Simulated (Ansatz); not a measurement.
`BN=CSC` and `BC=NB` differ in one atom or group.

Ansatz, PBE0-D4/def2-TZVP geometries, multiplicity 1. Each molecule was computed in one conformer, which needn't be the lowest.

| property | `BN=CSC` |
| --- | --- |
| HOMO–LUMO gap (PBE0/def2-TZVPP) / eV | 6.36 |
| size of the dipole moment (PBE/def2-TZVPP) / D | 1.72 |
| LUMO energy (PBE0/def2-TZVPP) / eV | -0.60 |
| LUMO energy (PBE/def2-TZVPP) / eV | -1.57 |
| LUMO energy (B3LYP/def2-TZVPP) / eV | -0.81 |
| size of the dipole moment (B3LYP/def2-TZVPP) / D | 1.64 |

What does the change do to each property? (Estimate.)

Ansatz gave: 
```tsv
property	`BC=NB`	shift
HOMO–LUMO gap (PBE0/def2-TZVPP) / eV	4.80	-1.56
size of the dipole moment (PBE/def2-TZVPP) / D	1.20	-0.52
LUMO energy (PBE0/def2-TZVPP) / eV	-2.97	-2.37
LUMO energy (PBE/def2-TZVPP) / eV	-3.94	-2.37
LUMO energy (B3LYP/def2-TZVPP) / eV	-3.18	-2.37
size of the dipole moment (B3LYP/def2-TZVPP) / D	1.37	-0.27
```

With PBE0 the HOMO falls by 0.80 eV and the LUMO falls by 2.37 eV, so the gap narrows by about 1.57 eV. PBE moves the HOMO by -0.67 eV and ωB97M-V by -1.01 eV. Dipoles are sizes alone; their direction can turn.

B3LYP here is the variant with VWN-RPA as its local correlation; programs differ in this.
